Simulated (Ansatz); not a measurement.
Relaxation of Cl₂F₂H₂OZr (8 atoms, charge 0, multiplicity 1), to a largest force component of 0.03 eV/Å in at most 50 steps.

Method: RKS BLYP-D4/def2-SVP in Ansatz 0.2.0.

```xyz
8
Properties=species:S:1:pos:R:3
Zr -0.061 -0.198 -0.014
Cl -0.017 -0.301 2.475
Cl 2.058 -0.323 -1.060
O -1.156 1.208 -0.687
H -1.795 1.801 -1.119
F -0.949 -1.810 -0.518
F 1.325 2.352 1.260
H 1.199 1.923 2.084
```

**Question.** Where does it end, and by what steps?

**Answer.** The forces met the threshold. After 13 steps the energy has fallen by 0.303 eV; F7 moved furthest, 0.48 Å. Joined: Zr1–F7 (3.17 → 2.43 Å).

```tsv
step	energy less start (eV)	largest force component (eV/Å)	accepted
0	0.0000	1.001	yes
1	-0.1173	0.661	yes
2	-0.2349	0.453	yes
3	-0.2372	0.671	yes
4	-0.2811	0.586	yes
5	-0.2971	0.143	yes
6	-0.2972	0.130	yes
7	-0.2863	0.687	no
8	-0.3003	0.092	yes
9	-0.3013	0.121	yes
10	-0.3023	0.086	yes
11	-0.3026	0.052	yes
12	-0.3027	0.063	yes
13	-0.3028	0.015	yes
```

```xyz
8
Properties=species:S:1:pos:R:3
Zr 0.055 0.020 0.081
Cl 0.061 -0.179 2.549
Cl 2.089 -0.230 -1.125
O -1.154 1.280 -0.691
H -1.749 1.883 -1.161
F -0.798 -1.653 -0.274
F 1.132 1.955 1.080
H 0.968 1.574 1.961
```

Whether the end is a true minimum wasn't checked by a vibrational analysis.

The run took 24 s on 4 threads of Arm Neoverse V2 (shared host), peak memory 0.18 GiB.
